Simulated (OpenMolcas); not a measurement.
**Co2+: moving or changing the point charges**

Co2+ among 6 point charges of -1 e arranged as a trigonal antiprism (D3d), 1.96 Å from the ion, with a polar angle of 55.8° against the regular 54.74°.

```yaml
Program: OpenMolcas
Method: CASSCF
Basis: ANO-RCC-VDZP [5s4p2d1f]
Scalar_Hamiltonian: DKH2, point nucleus
Active_space: 7 electrons in 5 orbitals (3d)
State_averaging: 2S+1 = 4 even, 10 roots; 2S+1 = 2 even, 40 roots
Spin-orbit_coupling: state interaction with AMFI integrals over the reference wave functions
```

Runs around this geometry, states (labels of D3, the rotations of D3d). Energies in cm-1 above the lowest state or level, χT in cm3 K/mol.

| R (Å) | q (e) | Polar angle / regular | Ground state | First state of that spin | First gap with spin-orbit (degeneracies) | χT at 300 K | First state of another spin |
| --- | --- | --- | --- | --- | --- | --- | --- |
| 1.96 | -0.65 | 1.02 | 4A2 | 4E 16.5 | 270.7 (2, 2) | 4.467 | 2E 18989 |
| 1.82 | -1 | 1.02 | 4E | 4A2 2.6 | 335.0 (2, 2) | 3.970 | 2E 18185 |
| 1.96 | -1 | 1.02 | 4A2 | 4E 5.5 | 313.1 (2, 2) | 4.161 | 2E 18714 |
| 2.1 | -1 | 1.02 | 4A2 | 4E 7.7 | 286.0 (2, 2) | 4.370 | 2E 18955 |
| 1.96 | -1 | 1.1 | 4A2 | 4E 60.4 | 260.1 (2, 2) | 4.227 | 2E 18713 |

The ground state changes within this set.

Without dynamic correlation the repulsion within the d shell is too large (B by tens of per cent), so at a given field states of lower spin stand too high. Spin-orbit coupling mixes the spin-free states strongly: the lowest level takes only 63 % from its leading state, 4E, which lies 17 cm-1 above the lowest spin-free state (figures for R = 1.96, q = -0.65, ratio = 1.02; the like holds for R = 1.82, q = -1, ratio = 1.02, R = 1.96, q = -1, ratio = 1.02, R = 2.1, q = -1, ratio = 1.02, R = 1.96, q = -1, ratio = 1.1). The ground term spreads over less than 5000 cm-1, several times less than with real ligands, so orbital moments are less quenched and χT lies further from the spin-only value than at real sites (holds for R = 1.96, q = -0.65, ratio = 1.02; R = 2.1, q = -1, ratio = 1.02). An orbital doublet at a regular site is open to a Jahn-Teller distortion, which this geometry leaves out (holds for R = 1.82, q = -1, ratio = 1.02). Point charges carry no covalency, so the field is a model and not that of real ligands. No measured value stands beside these numbers.
